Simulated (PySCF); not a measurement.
Te(OMe)2 (C2H6O2Te), SMILES CO[Te]OC. Geometry: PBE-D3(BJ)/def2-SVP. The def2 effective core potentials stand for the cores of Te; spin–orbit coupling is left out. Other conformers were not sampled.

Computed equilibrium geometry at PBE-D3(BJ)/def2-SVP (PySCF confirms it by a frequency run) as a Z-matrix, and its point group (one conformer of several):
point group C2.
```
O
C 1 1.4234
H 2 1.1111 1 106.53
H 2 1.1128 3 108.29 1 -120.93
H 2 1.1141 3 108.43 4 -117.21
Te 1 2.0238 2 116.53 3 178.72
O 6 2.0238 1 98.60 2 74.39
C 7 1.4234 6 116.53 1 74.39
H 8 1.1111 7 106.53 6 178.72
H 8 1.1128 9 108.29 7 -120.93
H 8 1.1141 9 108.43 10 -117.21
```
Charge 0, spin multiplicity 1.
